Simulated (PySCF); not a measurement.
Isomers of C5H11N3Si, from PBE0-D3(BJ)/def2-SVP geometry optimisation, gas phase (PySCF 2.14.0). One conformer each, no zero-point energy, no frequencies.

Question: Which is lowest in electronic energy at this level?
A. `C[Si](C)(C)c1cnn[nH]1`: A = 2385, B = 892.7, C = 819.5 MHz, dipole 5.12 D
B. `[CH3:1][c:2]1[n:3][cH:4][n:5][n:6]1[SiH:7]([CH3:8])[CH3:9]` with N5–N6–Si7–C8 -59°: A = 2190, B = 1010, C = 890.6 MHz, dipole 3.27 D
C. `[CH3:1][c:2]1[n:3][n:4][cH:5][n:6]1[SiH:7]([CH3:8])[CH3:9]` with C5–N6–Si7–C8 56°: A = 2186, B = 984.6, C = 867.4 MHz, dipole 6.37 D

Answer: B. That is `Cc1ncnn1[SiH](C)C`, 8.7 kcal/mol below the next.

```csv
SMILES,mapped SMILES,E (Eh),relative (kcal/mol),relative (kJ/mol),dipole (D)
Cc1ncnn1[SiH](C)C,[CH3:1][c:2]1[n:3][cH:4][n:5][n:6]1[SiH:7]([CH3:8])[CH3:9],-650.06854,0.0,0.0,3.27
Cc1nncn1[SiH](C)C,[CH3:1][c:2]1[n:3][n:4][cH:5][n:6]1[SiH:7]([CH3:8])[CH3:9],-650.05471,8.7,36.3,6.37
C[Si](C)(C)c1cnn[nH]1,[CH3:1][Si:2]([CH3:3])([CH3:4])[c:5]1[cH:6][n:7][n:8][nH:9]1,-650.03012,24.1,100.9,5.12
```

As drawn, the highest has an N–H bond, which the lowest lacks.
